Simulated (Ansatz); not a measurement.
Ti(Cl)4 anion (Cl₄Ti), SMILES [Ti]([Cl])([Cl])([Cl])[Cl] (connectivity only; charge and spin as stated), charge -1, multiplicity 2.

Geometry: PBE0-D3(BJ)/def2-SVPD. The multiplicity is an assumed one; no other spin state was optimised. The isomer is the one that the SMILES or the coordinates give; other isomers of the formula were not compared.

Two levels are set side by side: PBE/def2-SVPD (Ansatz, a first-principles code) and PBE0/def2-SVPD (Ansatz). Energy differences of separate SCF runs at the same geometry; the states with an electron removed or added have multiplicity 1. Differences are taken from unrounded values.

| quantity | PBE0 |
|---|---|
| vertical ionisation energy (eV) | 3.69 |

What does PBE give, and how far is it from PBE0? (The exact figures need the calculation; the answer reports its results.)


```tsv
quantity	PBE	PBE minus PBE0
vertical ionisation energy (eV)	2.77	-0.92
```
